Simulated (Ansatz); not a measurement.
A structure relaxed at PBE0-D4/def2-TZVP, charge 0, multiplicity 1:

Cartesian coordinates in Å:
```
C 1.055 -0.839 1.009
B -0.103 0.124 0.656
C -0.558 0.378 -0.848
O -0.932 1.688 -1.032
F -1.673 -0.476 -0.999
H 0.570 -1.827 1.098
H 1.820 -0.946 0.237
H 1.520 -0.650 1.978
H -0.781 0.641 1.495
H 0.144 0.048 -1.626
H -1.062 1.859 -1.970
```

Give its formula and SMILES.

C2H6BFO, `CBC(O)F`.

Summarise the bond lengths by kind.

2 × B–C 1.547 to 1.592 Å; 4 × C–H 1.091 to 1.103 Å; 1 × B–H 1.196 Å; 1 × C–O 1.374 Å; 1 × C–F 1.413 Å; 1 × H–O 0.962 Å.

All numbers were calculated with Ansatz.
